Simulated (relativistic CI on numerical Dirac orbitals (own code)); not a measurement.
## L2,3 absorption of nickel in several valence states

Computed multiplet spectra 2p⁶3dⁿ → 2p⁵3dⁿ⁺¹ (Dirac-Coulomb-Breit ions, Slater integrals scaled by 0.8, an assumed crystal field that grows with the charge, no charge transfer; 300 K; Lorentzian 0.4 eV and Gaussian 0.3 eV FWHM at both edges, so that L2 comes out sharper than in experiment). Peaks over 5 % are given in eV from the highest peak in the L3 region of each spectrum (height, largest 100). S of the lowest state is read from ⟨S²⟩, and the branching ratio is the share of L3, cut at the minimum between the edges.

Field parameters in Wybourne normalisation: Td as Oh with Dq negative (B⁴₀ = 21Dq, B⁴₄ = √(5/14) B⁴₀). The field is a parameter set, without covalency.

- Ni²⁺ (d8, Td, 10Dq = -4400 cm⁻¹): S = 1.00, branching ratio 0.91; peaks 0.0 (100), 0.5 (93), 2.5 (22), 18.8 (15)
- Ni³⁺ (d7, Td, 10Dq = -5650 cm⁻¹): S = 1.50, high spin, branching ratio 0.77; peaks 0.0 (100), 0.7 (97), 1.2 (90), 2.2 (53), 3.4 (24), 4.8 (13), 18.5 (59), 20.7 (12), 21.7 (9)
- Ni⁴⁺ (d6, Td, 10Dq = -6950 cm⁻¹): S = 2.00, high spin, branching ratio 0.76; peaks -3.5 (8), -0.7 (92), 0.0 (100), 1.0 (68), 3.1 (31), 4.9 (14), 15.4 (11), 16.5 (24), 17.1 (27), 17.5 (27), 18.1 (31), 19.8 (11), 21.0 (10), 21.7 (7)

The centroid of the whole edge, which also moves with the branching ratio, lies at 856.4 (Ni²⁺), 861.9 (Ni³⁺), 865.5 (Ni⁴⁺) eV in this ionic model, in steps of 3.6 to 5.5 eV. Compounds show about 1 to 2 eV a unit and lower energies for the high valences, since ligands screen the charge. The multiplet shape follows the d count and the spin state, and so serves as a fingerprint of valence.
